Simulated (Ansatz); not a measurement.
Z-matrix (Å, degrees):
```
Si
O 1 1.693
H 1 1.479 2 110.9
H 1 1.481 2 102.0 3 117.5
H 1 1.479 2 111.0 3 -125.0
C 2 1.327 1 117.7 3 62.5
N 6 1.265 2 121.2 1 0.0
H 6 1.094 2 113.4 1 -180.0
C 7 1.388 6 118.8 2 -180.0
C 9 1.329 7 122.2 6 180.0
H 9 1.093 7 117.5 6 -0.0
H 10 1.082 9 120.8 7 180.0
H 10 1.083 9 120.7 7 -0.0
```

Total charge 0; spin multiplicity 1.

(1) List the r2SCAN/def2-TZVPP orbital energies in eV (Ansatz 0.2.0). (Estimate.)

## Answers

(1) Ansatz gave: Occupied: -1791.70, -516.91, -385.46, -275.95, -274.01, -272.84, -142.08, -97.00, -96.92, -96.91, -28.48, -24.48, -19.83, -16.87, -15.36, -13.80, -13.09, -12.45, -11.50, -10.73, -9.93, -9.31, -9.17, -8.54, -8.41, -6.96, -6.01. Lowest empty: -1.56, -0.12, 0.48, 1.40, 1.52, 1.78, 1.95, 2.49.
